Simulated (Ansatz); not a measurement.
```yaml
crystal:
  periodic: [false, false, false]
  atoms:
    - {symbol: N, position_ang: [2.193470, -0.758660, 0.984262]}
    - {symbol: C, position_ang: [1.194033, -0.416713, 0.530831]}
    - {symbol: Ge, position_ang: [-0.450240, 0.145766, -0.215143]}
    - {symbol: F, position_ang: [-1.471954, -1.183167, -0.466178]}
    - {symbol: F, position_ang: [-0.193032, 0.914385, -1.703784]}
    - {symbol: F, position_ang: [-1.230278, 1.234388, 0.823812]}
basis:
  gaussian: {orbitals: LANL2DZ, nuclear_model: gaussian, point_charges: [{charge: 1.00, position_ang: [6.816, -0.368, -0.109]}]}
hamiltonian: {xc: {name: PBE0-DH}}
scf: {lower_state_search: light}
```

```sh
$ ansatz run in.yaml --threads 4 --pin off --events-out ev --progress --plain --max-ram 10444MiB
```

Question: How does Ansatz answer? (Best estimate.)

Answer: Computed: The program refused the input.
```
Error: <dir> can't be read: No such file or directory (os error 2)
```
